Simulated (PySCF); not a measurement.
State search for SnF

Unrestricted PBE0; Sn cc-pVTZ-PP with ECP28, F cc-pVTZ; scalar-relativistic core potentials (PySCF 2.14). Outer shells of the fragments: Sn 4d10 5s2 5p2; F 2s2 2p5.

Followed along the bond (rough minima from three points):

```
2Ms+1   unpaired  ⟨S²⟩ at the start  R at minimum (Å)  Te (eV)
    2        π ↑               0.75              1.96     0.00
    4  σ ↑, π ↑↑               3.76              1.98     3.86
```

Solutions found at the starting distance of 1.965 Å, counted from the lowest of them; the search is not exhaustive and high or unbound solutions are not listed, so other states can lie among these:

```
2Ms+1   unpaired   term  E (eV)  ⟨S²⟩  ⟨Lz²⟩  μ (D)
    2        π ↑     ²Π    0.00  0.75   1.01  -2.66
    2        σ ↑    ²Σ⁺    2.39  0.75   0.00  -1.95
    4  σ ↑, π ↑↑    ⁴Σ⁻    3.87  3.76   0.00  -2.01
    2  σ ↑, π ↑↓  mixed    4.75  1.76   2.02  -1.53
    2  σ ↓, π ↑↑  mixed    4.94  1.77   0.00  -1.08
    4  σ ↑↑, π ↑     ⁴Π    6.08  3.75   1.00  -1.00
    4      π ↑↑↑     ⁴Π    6.30  3.76   1.00   2.17
    4  σ ↑, π ↑↑  mixed    7.91  3.75   2.01   2.36
    4  σ ↑, π ↑↑  mixed    8.04  3.75   2.01   2.42
```

A term symbol is given only where ⟨S²⟩ and ⟨Lz²⟩ are close to those of a pure state; real π, δ and φ orbitals otherwise mix terms. A positive dipole means Sn(−)F(+).

Spin–orbit coupling is left out. Counting both spins, an empty level lies below a filled one in some of these solutions, because spin and occupation are held.
